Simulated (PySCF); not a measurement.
C8H18N2.
Numbering: `[CH3:1][NH:2][N:3]([CH:4]1[CH2:5][CH2:6]1)[C:7]([CH3:8])([CH3:9])[CH3:10]` (hydrogens: H11, H12, H13 on C1; H14 on N2; H15 on C4; H16, H17 on C5; H18, H19 on C6; H20, H21, H22 on C8; H23, H24, H25 on C9; H26, H27, H28 on C10)

Level: PBE0/pcSseg-1 in PySCF, non-relativistic, on one gas-phase PBE0-D3(BJ)/def2-SVP geometry that isn't relaxed in the solvent. The solvent is an IEF-PCM continuum (cavity from Bondi-type radii × 1.2). Specific hydrogen bonds and non-electrostatic terms are outside this model.

Gas phase at PBE0/pcSseg-1: HOMO -6.07 eV, LUMO 1.45 eV, dipole 1.07 D.

**Question.** What does the continuum do to the energy, the frontier levels and the dipole at PBE0/pcSseg-1 in acetonitrile and dimethylsulfoxide?

**Answer.** 
```
          solvent      ε  E(solvent) − E(gas) (kcal/mol)  polarisation term (kcal/mol)  distortion of the solute (kcal/mol)  HOMO (eV)  LUMO (eV)  dipole (D)
     acetonitrile  35.69                           -3.41                         -3.82                                 0.41      -6.08       1.63        1.55
dimethylsulfoxide  46.83                           -3.46                         -3.88                                 0.42      -6.09       1.63        1.56
```

Polarisation term: ½ Σ q·V over the induced surface charges. Distortion: the rise of the solute's own energy as its density leaves the gas-phase optimum. From acetonitrile to dimethylsulfoxide the lowering changes by a factor 1.01, Onsager's factor (ε − 1)/(2ε + 1) by 1.01 and ε itself by 1.3.

**Question.** Which radius a makes the point-dipole formula ΔE = −[(ε − 1)/(2ε + 1)]·μ²/a³ give the value in dimethylsulfoxide, with the gas-phase dipole?

**Answer.** μ = 0.420 au and |ΔE| = 0.00551 Eh give a = 1.32 Å; the farthest nucleus lies 3.61 Å from the centroid of the nuclei, so such a sphere wouldn't even hold the nuclei. The formula assumes a rigid point dipole at the centre of a sphere.

**Question.** Which IAO charges (PBE0/pcSseg-1) respond most in acetonitrile (means over atoms taken as equivalent)?

**Answer.** 
```
      atoms                   environment  gas (e)  solvent (e)  change
        H14                  N–H hydrogen   +0.224       +0.237  +0.013
         N2            hydrazine nitrogen   -0.320       -0.332  -0.012
         N3            hydrazine nitrogen   -0.184       -0.194  -0.010
        H15              methine hydrogen   +0.102       +0.111  +0.009
      C5/C6    three-membered-ring carbon   -0.287       -0.293  -0.006
    H17/H18            methylene hydrogen   +0.144       +0.149  +0.005
         C1               N-methyl carbon   -0.288       -0.293  -0.005
  C8/C9/C10                 methyl carbon   -0.413       -0.417  -0.004
H11/H12/H13               methyl hydrogen   +0.129       +0.131  +0.002
   H20 (×9)               methyl hydrogen   +0.134       +0.135  +0.001
         C4  sp3 carbon bound to nitrogen   -0.049       -0.050  -0.001
         C7  sp3 carbon bound to nitrogen   +0.151       +0.152  +0.001
```

**Question.** Which Mayer bond orders change most in acetonitrile?

**Answer.** 
```tsv
bond	length (Å)	gas	solvent	change
N2–N3	1.405	0.997	0.987	-0.010
N3–C4	1.429	0.956	0.947	-0.009
N2–H14	1.020	0.924	0.919	-0.005
C5–H17	1.093	0.952	0.949	-0.003
C6–H18	1.093	0.951	0.948	-0.003
C1–N2	1.442	0.982	0.980	-0.002
C4–C5	1.503	0.970	0.972	+0.002
C5–C6	1.496	0.992	0.990	-0.002
```

Shape of the structure used: `[CH3:1][NH:2][N:3]([CH:4]1[CH2:5][CH2:6]1)[C:7]([CH3:8])([CH3:9])[CH3:10]`: C1–N2–N3–C4 -97°, N2–N3–C4–C5 75°, N2–N3–C7–C8 -178°.
